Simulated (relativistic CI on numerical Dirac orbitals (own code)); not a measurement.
## Slater and spin-orbit integrals, Bi LXIII

Calculated at this level of theory: Dirac-Coulomb-Breit CI, orbitals from a KLI potential per configuration, QED by a radiative potential, unscaled Slater integrals (own radial code, finite nucleus).

Slater integrals F^k, G^k are unscaled and averaged over j, outside the closed core [Ne]; ζ comes from projecting the Hamiltonian with its Breit term on Σ l·s of the shell.

- 3s²3p⁶3d³: F^2(3d,3d) = 705340, F^4(3d,3d) = 456170, ζ(3d) = 412450 cm⁻¹; <r>(3d) = 0.1452, <r^2>(3d) = 0.02439 (bohr units).
- 3s²3p⁵3d⁴: ζ(3p) = 3.1461e+06, F^2(3d,3d) = 704550, F^4(3d,3d) = 455640, F^2(3p,3d) = 606620, G^1(3p,3d) = 638580, G^3(3p,3d) = 428050, ζ(3d) = 409720 cm⁻¹; <r>(3p) = 0.162, <r^2>(3p) = 0.03049, <r>(3d) = 0.1454, <r^2>(3d) = 0.02444 (bohr units).
- 3s3p⁶3d⁴: F^2(3d,3d) = 704310, F^4(3d,3d) = 455470, G^2(3s,3d) = 501360, ζ(3d) = 411310 cm⁻¹; <r>(3s) = 0.1628, <r^2>(3s) = 0.03038, <r>(3d) = 0.1454, <r^2>(3d) = 0.02446 (bohr units).

Task: Give the Racah parameters of the d shell in 3s²3p⁶3d³.

Result: B = F²/49 − 5F⁴/441 = 9223 cm⁻¹ and C = 35F⁴/441 = 36204 cm⁻¹.

Averages of the first 10 configurations, taken without configuration mixing, which lowers the lowest level and can move excited configurations by several eV; other configurations of the list can lie among them:

| Configuration | Parity | States | Average energy above the lowest level (eV) |
| --- | --- | --- | --- |
| 3s²3p⁶3d³ | even | 120 | 235.4 |
| 3s²3p⁵3d⁴ | odd | 1260 | 857.6 |
| 3s3p⁶3d⁴ | even | 420 | 1519.9 |
| 3s²3p⁶3d²4s | even | 90 | 2826.0 |
| 3s²3p⁶3d²4p | odd | 270 | 3080.2 |
| 3s²3p⁶3d²4d | even | 450 | 3329.5 |
| 3s²3p⁵3d³4s | odd | 1440 | 3436.2 |
| 3s²3p⁶3d²4f | odd | 630 | 3495.1 |
| 3s²3p⁵3d³4p | even | 4320 | 3690.8 |
| 3s3p⁶3d³4s | even | 480 | 4102.0 |
